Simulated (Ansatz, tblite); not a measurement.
Forces on Sn2H at its r2SCAN-D4/def2-TZVP geometry. Charge 0, multiplicity 2.

In the def2 sets Sn takes a core potential; there is no spin–orbit coupling. The xTB rows come from tblite. The structure comes from a short search, and lower isomers may exist.

GFN1-xTB (tblite), largest force 0.06 eV/Å:

```xyz
3
positions Å, forces eV/Å
Sn    0.199   -0.680    1.265    0.041   -0.018    0.010
Sn   -1.008    0.698   -0.775    0.012    0.016   -0.041
H     0.809   -0.017   -0.490   -0.053    0.002    0.031
```

GFN2-xTB (tblite), largest force 0.97 eV/Å:

```
Sn -0.522 0.133 0.067
Sn -0.304 -0.115 0.434
H 0.825 -0.018 -0.501
```

r2SCAN-D4/def2-TZVP (Ansatz), largest force 0.01 eV/Å:

```
Sn 0.006 -0.007 0.009
Sn -0.004 0.006 -0.010
H -0.002 0.000 0.000
```
